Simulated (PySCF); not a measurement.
**Assignment exercise: C7H12NP**

Geometry:
```tsv
atom	x (Å)	y (Å)	z (Å)
C1	2.063	0.272	-1.078
C2	1.115	-0.371	-0.064
C3	1.807	-0.504	1.295
C4	-0.126	0.461	0.076
P5	-0.145	2.138	0.503
C6	-1.898	2.098	0.417
C7	-2.357	0.862	0.083
N8	-1.371	-0.052	-0.105
C9	-1.652	-1.416	-0.473
H10	2.967	-0.323	-1.186
H11	1.582	0.356	-2.051
H12	2.336	1.271	-0.744
H13	0.856	-1.372	-0.421
H14	2.075	0.482	1.667
H15	2.710	-1.104	1.206
H16	1.145	-0.975	2.019
H17	-2.530	2.946	0.607
H18	-3.383	0.563	-0.040
H19	-1.214	-1.654	-1.446
H20	-2.731	-1.551	-0.538
H21	-1.259	-2.111	0.272
```

How the numbers were obtained: NMR shieldings at PBE0/pcSseg-1/GIAO, coordinates at the GFN2-xTB level, in PySCF 2.14.0 with density-fitted response routines (one conformer, in vacuum, one averaged value for each set of equivalent atoms, non-relativistic).

δ = σ(ref) − σ, references computed at the same level: TMS for $^{13}$C (186.93 ppm) and $^{1}$H (31.72 ppm).

Problem. Assign these signals to the numbered atoms. $^{13}$C{$^{1}$H} NMR (computed): δ 188.6, 134.0, 132.7, 37.0, 33.5, 32.5.

Solution. 
188.6 → C4, substituted aromatic carbon next to a ring nitrogen
134.0 → C6, aromatic CH: the aromatic region
132.7 → C7, aromatic CH next to a ring nitrogen
37.0 → C9, methyl carbon bonded to N: pulled downfield by the heteroatom
33.5 → C2, sp3 CH on an aromatic ring: a saturated carbon with 3 carbon neighbours and no heteroatom attached
32.5 → C1/C3, methyl carbon: aliphatic region, no heteroatom directly attached

C6 and C7; C2 and C1/C3 lie closer than the usual error of such a calculation, so a measured spectrum could show them in the other order.

Problem. Assign these signals to the numbered atoms. $^{1}$H NMR (400 MHz, computed): δ 7.24 (m, 1H), 7.03 (m, 1H), 3.84 (s, 3H), 2.91 (m, 1H), 1.46 (d, 6H).

Solution. 
| δ (ppm) | atoms | environment | reason |
| --- | --- | --- | --- |
| 7.24 | H17 | hydrogen on an aromatic CH | the ring current deshields protons in the ring plane |
| 7.03 | H18 | hydrogen on an aromatic CH next to a ring nitrogen | ring-current deshielding |
| 3.84 | H19/H20/H21 | hydrogen on a methyl carbon bonded to N | its carbon carries N, hence the downfield position |
| 2.91 | H13 | hydrogen on an sp3 CH on an aromatic ring | benzylic-type position, deshielded by the ring |
| 1.46 | H10/H11/H12/H14/H15/H16 | hydrogen on a methyl carbon | – |

Splittings by $^{31}$P in the carbon and heteronuclear signals aren't shown, as no couplings were computed. Shifts are as computed. Against solution values, carbons near 30 ppm lie about +3 ppm off and those near 130 ppm about +5 ppm. Of 1211 compounds with measured shifts, 218 miss one by over three times the rms of a fit or turn the order of signals round; such compounds aren't used in these exercises. Multiplicities follow the n + 1 count of equivalent neighbours, as no J values were calculated; m marks all less simple cases, F and P coupling included.
